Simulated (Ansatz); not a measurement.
Job for Ansatz (a first-principles code): R-r2SCAN/def2-TZVPPD on H4OSi (SMILES O[SiH3]). Files ending in .json are basis or fitting sets from the Basis Set Exchange.

Ansatz 0.2 input:
```yaml
crystal:
  periodic: [false, false, false]
  atoms:
    - {symbol: O, position_ang: [0.81136128, -0.82511602, 3.41745920]}
    - {symbol: Si, position_ang: [-0.19718968, 0.16688565, 4.27961510]}
    - {symbol: H, position_ang: [1.75477626, -0.77661988, 3.58886263]}
    - {symbol: H, position_ang: [-0.06098920, -0.07536392, 5.73777338]}
    - {symbol: H, position_ang: [-1.56358698, -0.16711653, 3.83713778]}
    - {symbol: H, position_ang: [0.09052360, 1.59791162, 4.01990515]}
basis:
  gaussian:
    orbitals: def2-TZVPPD.json
hamiltonian:
  xc: {name: r2SCAN}
scf: {lower_state_search: off}
```

Problem. Give the final energy of this run.

Solution. -367.1319 hartree.
